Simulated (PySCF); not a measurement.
How methods differ on the excitation energy of Tc

Tc [Kr] 4d5 5s2 (6S) → Tc [Kr] 4d5 5s1 5p1 (8P), as a difference of total energies. Computed with PySCF 2.14 in x2c-TZVPPall with one added diffuse shell each of s, p, d, f type (9s7p7d3f1g, 95 functions), with the spin-free X2C one-electron Hamiltonian (Gaussian nucleus). Correlated levels: valence: [Kr] frozen. The calculations carry no spin-orbit coupling.

```csv
method,excitation energy (cm⁻¹)
UHF,6524.0
MP2 (valence),14426
SCS-MP2 (valence),17431
CCSD (valence),15126
CCSD(T) (valence),15854
```

Errors of the correlated levels include the incompleteness of this basis and the frozen core.

Task: Which method comes closest to the reference value, and which is furthest?

Result: The reference is 17033 cm⁻¹ (measured; NIST levels, between the centres of gravity of the two terms). Closest: SCS-MP2 (valence) (error 397.91 cm⁻¹); furthest: UHF (error -10509 cm⁻¹).
